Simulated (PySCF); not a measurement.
# Simulated absorption spectrum

Species: C5H6ClFO.
SMILES: `CO[C@@H]1C/C1=C(\F)Cl`

Method used: TDDFT wB97X-D/def2-SVPD, vertical, gas phase, core orbitals frozen in the response in PySCF 2.14.0, density-fitted response routines. Isolated species at its GFN2-xTB geometry (one conformer only). Torsions of this conformer, `[CH3:1][O:2][C@@H:3]1[CH2:4]/[C:5]1=[C:6](\[F:7])[Cl:8]`: C1–O2–C3–C4 152°.

Each state is given a Gaussian of 0.25 eV full width at half maximum, with ε(max) = 2.175×10⁸ f / Δν̃ (Δν̃ the width in cm⁻¹). The width is an assumption, not a result. The curve ends short of the highest state used, and states not computed would add to its high-energy end.

| E (eV) | ε (L mol⁻¹ cm⁻¹) |
| --- | --- |
| 5.95 | 2 |
| 6.01 | 14 |
| 6.06 | 52 |
| 6.12 | 186 |
| 6.17 | 423 |
| 6.22 | 769 |
| 6.28 | 1179 |
| 6.33 | 1331 |
| 6.38 | 1232 |
| 6.44 | 936 |
| 6.49 | 812 |
| 6.54 | 1171 |
| 6.60 | 3243 |
| 6.65 | 7707 |
| 6.71 | 17462 |
| 6.76 | 27467 |
| 6.81 | 34738 |
| 6.87 | 34407 |
| 6.92 | 26752 |
| 6.97 | 16664 |
| 7.03 | 7046 |
| 7.08 | 2694 |
| 7.14 | 635 |
| 7.19 | 151 |
| 7.24 | 33 |
| 7.30 | 18 |
| 7.35 | 40 |
| 7.40 | 102 |
| 7.46 | 281 |
| 7.51 | 543 |

Q: Where are the band maxima, and which computed states make them?

A: 196 nm (6.33 eV), ε about 1300, made up of S1 (98%); 181 nm (6.84 eV), ε about 36000, made up of S3 (100%) (ε in L mol⁻¹ cm⁻¹; maxima over ε = 5, shares over 10%). At its high-energy end, 7.51 eV, the curve is still rising (ε about 540, from S5). The states used: S1 6.33 eV (f 0.012); S2 6.57 eV (f 0.0028); S3 6.84 eV (f 0.333); S4 7.40 eV (f 0.0001); S5 7.64 eV (f 0.0099); S6 7.84 eV (f 0.0091); S7 7.95 eV (f 0.139); S8 8.11 eV (f 0.0014).

Q: On this curve, what absorbance would a 10⁻⁴ mol/L sample give at 193 nm over a 1 cm path?

A: 193 nm is 6.424 eV, where ε is about 1000 L mol⁻¹ cm⁻¹, so A = ε c l ≈ 0.1 (Beer–Lambert, with the gas-phase spectrum and the assumed width).

Q: What would ε be at 6.84 eV, the highest of these maxima, with half the width (0.125 eV)?

A: About 71900 L mol⁻¹ cm⁻¹ against 36000, a factor of about 2.00; a lone state at its own centre would give exactly 2.

Q: Coming from long wavelengths, where does ε first pass 100 L mol⁻¹ cm⁻¹?

A: At about 204 nm (6.09 eV), 0.24 eV below S1.
